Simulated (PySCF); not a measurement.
# Broadened absorption spectrum of C5H11Al

Species: C₅H₁₁Al.
SMILES: `[CH]1(CCCC1)[AlH2]`

Computed with PySCF, TDDFT CAM-B3LYP/def2-SVPD, vertical, gas phase, core orbitals frozen in the response. One conformer (not necessarily the lowest) at the PBE0-D3(BJ)/def2-SVP geometry, without solvent, vibrations or thermal averaging.

Broadening: Gaussians 0.5 eV wide at half height, area fixed by f = 4.319×10⁻⁹ ∫ε dν̃. The cross-section is σ = 3.8235×10⁻²¹ ε cm², given in Mb (10⁻¹⁸ cm²). The width is an assumption, not a result. The curve ends short of the highest state used, and states not computed would add to its high-energy end.

```tsv
E (eV)	σ (Mb)
3.82	0.00
3.89	0.00
3.97	0.00
4.05	0.01
4.12	0.01
4.20	0.02
4.27	0.04
4.35	0.06
4.43	0.08
4.50	0.10
4.58	0.10
4.66	0.09
4.73	0.08
4.81	0.05
4.89	0.03
4.96	0.02
5.04	0.01
5.11	0.01
5.19	0.01
5.27	0.01
5.34	0.01
5.42	0.02
5.50	0.02
5.57	0.01
5.65	0.01
5.73	0.01
5.80	0.01
5.88	0.01
5.96	0.02
6.03	0.06
6.11	0.15
6.18	0.31
6.26	0.62
6.34	1.08
6.41	1.57
6.49	2.11
6.57	2.46
6.64	2.50
6.72	2.27
6.80	1.87
6.87	1.61
6.95	1.75
7.02	2.61
7.10	4.95
```

Problem. Locate the maxima and give the states behind the curve.

Solution. 272 nm (4.57 eV), ε about 27, made up of S1 (100%); 187 nm (6.62 eV), ε about 660, made up of S3 (100%) (ε in L mol⁻¹ cm⁻¹; maxima over ε = 5, shares over 10%). At its high-energy end, 7.10 eV, the curve is still rising (ε about 1300, from S5, S6 and S10). The states used: S1 4.57 eV (f 0.0005); S2 5.46 eV (f 0.0001); S3 6.62 eV (f 0.012); S4 7.41 eV (f 0.0039); S5 7.43 eV (f 0.033); S6 7.45 eV (f 0.017); S7 7.52 eV (f 0.0045); S8 7.58 eV (f 0.0054); S9 7.68 eV (f 0.066); S10 7.70 eV (f 0.251).

Problem. Coming from long wavelengths, where does ε first pass 100 L mol⁻¹ cm⁻¹?

Solution. At about 200 nm (6.20 eV), 1.64 eV above S1.

Problem. What would ε be at 6.62 eV, the highest of these maxima, with half the width (0.25 eV)?

Solution. About 1310 L mol⁻¹ cm⁻¹ against 658, a factor of about 1.99; a lone state at its own centre would give exactly 2.

Problem. On this curve, what absorbance would a 10⁻⁵ mol/L sample give at 308 nm over a 1 cm path?

Solution. 308 nm is 4.025 eV, where ε is about 1.1 L mol⁻¹ cm⁻¹, so A = ε c l ≈ 1.1e-05 (Beer–Lambert, with the gas-phase spectrum and the assumed width).

The vertical ionisation energy (ΔSCF) is 9.13 eV, 1.43 eV above S10.
